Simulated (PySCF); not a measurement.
MoCl3, SMILES [Cl][Mo]([Cl])[Cl] (connectivity only; charge and spin as stated), neutral, multiplicity 4.

The structure is a stationary point at B3LYP-D3(BJ)/def2-SVP. The multiplicity is an assumed one; other spin states were not compared. The def2 effective core potentials stand for the cores of Mo; spin–orbit coupling is left out.

Calculation: PySCF with B3LYP-D3(BJ)/def2-SVP.

Frequencies are harmonic and unscaled.

Modes within 1.5 cm⁻¹ of each other (mostly degenerate sets) share a row, with their intensities summed.

Computed normal modes with their intensities:
| mode | ν (cm⁻¹) | IR (km/mol) | moving atoms (share of kinetic energy) |
|---|---|---|---|
| 1 | 69 | 5.6 | Mo 53 %, Cl 47 % |
| 2–3 | 94 | 0.8 | Cl 86 %, Mo 14 % |
| 4 | 367 | 0.0 | Cl 100 % |
| 5–6 | 432 | 168.6 | Cl 62 %, Mo 38 % |
